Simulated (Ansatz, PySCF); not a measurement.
Reaction 3 R1 + R2 → P1 + 4 P2, each structure at its B3LYP-D3(BJ)/def2-TZVP stationary point, reached from a drawn start (curvature not checked).
P1: H2O3Si (SMILES O=[Si](O)O), charge 0, multiplicity 1.
P2, H2 (SMILES [H][H]) (charge 0, multiplicity 1):
```xyz
2

H      0.0000     0.0000     0.3720
H      0.0000     0.0000    -0.3720
```
R1: H2O (SMILES O), charge 0, multiplicity 1.
R2, SiH4 (SMILES [SiH4]) (charge 0, multiplicity 1, Z-matrix in Å and degrees):
```
Si
H 1 1.4803
H 1 1.4803 2 109.47
H 1 1.4803 2 109.47 3 120.00
H 1 1.4803 2 109.47 3 -120.00
```

P less R. No zero-point or thermal terms. One arrangement of each flexible species, with no search for the lowest.

Correlated levels freeze the cores.

The values were computed with Ansatz (Gaussian orbitals); PySCF for the D3/D4 terms. Each number belongs to the level named beside it.

PBE/def2-TZVPP gives -14.46 kcal/mol for the reaction energy.

### Question
Predict the shift from PBE, with its sign, for: PBE-D3(BJ)/def2-TZVPP, r2SCAN/def2-TZVPP, PBE0/def2-TZVPP, wB97M-V/def2-TZVPP, B2PLYP/def2-TZVPP, MP2/cc-pV(Q+d)Z, CCSD(T)/cc-pV(Q+d)Z.

### Answer
PBE-D3(BJ)/def2-TZVPP -0.63; r2SCAN/def2-TZVPP -6.01; PBE0/def2-TZVPP 6.01; wB97M-V/def2-TZVPP -1.75; B2PLYP/def2-TZVPP -4.18; MP2/cc-pV(Q+d)Z -9.10; CCSD(T)/cc-pV(Q+d)Z -2.99 kcal/mol. 1 of 7 lie above PBE; the widest gap is to MP2/cc-pV(Q+d)Z.

Ansatz is a program for electronic structure.
